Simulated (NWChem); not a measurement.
System: BHBrF; SMILES BrBF

The following NWChem deck was run.

```
start job
memory heap 200 mb stack 900 mb global 1100 mb
geometry units angstroms noautoz
  B     -0.561116    -1.060208     0.000000
  H     -1.738446    -1.303835     0.000000
  F      0.316576    -2.032656     0.000000
  Br     0.054262     0.740980     0.000000
end
basis spherical
  * library 3-21g
end
dft
  xc xpbe96 cpbe96
  iterations 150
  mulliken
end
task dft energy
```

The geometry was optimised at PBE0/def2-SVP.

**Question.** Predict the main results of this run. (PBE/3-21G.) Quantities: basis functions; energy (Ha); highest occupied level (eV); orbital gap (eV); dipole (D).

**Answer.** 
```
Property                       Result
---------------------------  --------
number of basis functions          42
energy (Ha)                  -2685.93
highest occupied level (eV)     -7.11
orbital gap (eV)                 5.24
dipole (D)                       0.50
```
